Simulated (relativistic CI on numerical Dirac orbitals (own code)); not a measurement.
# Radial parameters of Er⁹⁺

Method of calculation: Dirac-Coulomb-Breit CI, KLI orbitals optimised for each configuration, model QED (radiative potential, 1s self-energy scaled to tabulated hydrogen-like ionisation energies), unscaled Slater integrals (own radial code, finite nucleus).

Slater integrals F^k, G^k are unscaled and averaged over j, outside the closed core [Kr] 4d10; ζ comes from projecting the Hamiltonian with its Breit term on Σ l·s of the shell.

- 4f¹⁰5s²5p: F^2(4f,4f) = 143970, F^4(4f,4f) = 91082, F^6(4f,4f) = 65742, ζ(4f) = 2506.4, F^2(4f,5p) = 65917, G^2(4f,5p) = 29627, G^4(4f,5p) = 24331, ζ(5p) = 42809 cm⁻¹; <r>(4f) = 0.6806, <r^2>(4f) = 0.565, <r>(5p) = 1.253, <r^2>(5p) = 1.754 (bohr units).
- 4f¹¹5s²: F^2(4f,4f) = 140010, F^4(4f,4f) = 88386, F^6(4f,4f) = 63739, ζ(4f) = 2358.9 cm⁻¹; <r>(4f) = 0.6964, <r^2>(4f) = 0.594 (bohr units).
- 4f¹⁰5s²5d: F^2(4f,4f) = 144600, F^4(4f,4f) = 91519, F^6(4f,4f) = 66070, ζ(4f) = 2500.5, F^2(4f,5d) = 48127, F^4(4f,5d) = 24637, G^1(4f,5d) = 18898, G^3(4f,5d) = 17552, G^5(4f,5d) = 14016, ζ(5d) = 3830.7 cm⁻¹; <r>(4f) = 0.6783, <r^2>(4f) = 0.5607, <r>(5d) = 1.501, <r^2>(5d) = 2.527 (bohr units).

Averages of the first 8 configurations, taken without configuration mixing, which lowers the lowest level and can move excited configurations by several eV; other configurations of the list can lie among them:

| Configuration | Parity | States | Average energy above the lowest level (eV) |
| --- | --- | --- | --- |
| 4f¹⁰5s²5p | odd | 6006 | 14.5 |
| 4f¹¹5s² | odd | 364 | 23.1 |
| 4f¹⁰5s²5d | even | 10010 | 58.3 |
| 4f¹²5s | even | 182 | 61.5 |
| 4f¹²5p | odd | 546 | 91.3 |
| 4f¹¹5s5p | even | 4368 | 50.9 |
| 4f¹¹5p² | odd | 5460 | 82.7 |
| 4f¹¹5s6s | odd | 1456 | 112.3 |
